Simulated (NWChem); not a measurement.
System: C$_{2}$H$_{5}$FOSi; SMILES O[SiH2]C(F)=C

```xyz
10

C      0.7460     1.9662     0.3509
C      0.0741     0.9547    -0.1976
F     -1.0918     1.2206    -0.8688
Si     0.5351    -0.8695    -0.1998
O     -0.5333    -1.8040     0.6708
H      0.3988     2.9930     0.2721
H      1.6651     1.7773     0.8946
H      1.8468    -1.0085     0.4715
H      0.5994    -1.3065    -1.6219
H     -1.4375    -1.8598     0.3314
```
Atoms are numbered in this order, from 1.

Level: B3LYP/6-31G* (spherical d) (NWChem), optimised geometry, unscaled harmonic frequencies. 

Task: List the harmonic frequencies with IR intensities, and the thermochemistry.

Result: 
```
frequency (cm⁻¹)  IR intensity (km/mol)
----------------  ---------------------
64                                  3.6
141                                18.9
228                               119.8
235                                 0.7
373                                 8.6
471                                34.7
615                                48.7
650                                27.9
754                                21.8
773                                20.7
851                               113.2
908                                25.1
912                               104.3
934                               287.4
948                                52.0
970                               145.7
1226                               70.3
1423                                5.8
1701                               20.2
2245                              164.2
2299                              121.2
3180                                0.9
3270                                3.0
3803                               76.1
```

| Property | Value |
|---|---|
| zero-point energy | 41.4 kcal/mol |
| thermal correction to the enthalpy at 298.15 K (with zero-point energy) | 46.2 kcal/mol |
| heat capacity Cv | 22.8 cal/(mol K) |
| entropy at 298.15 K and 1 atm (symmetry number 1) | 80.8 cal/(mol K) |
| dipole moment | 0.39 D |

Rigid rotor and harmonic oscillator; modes under 100 cm⁻¹ make the entropy uncertain.
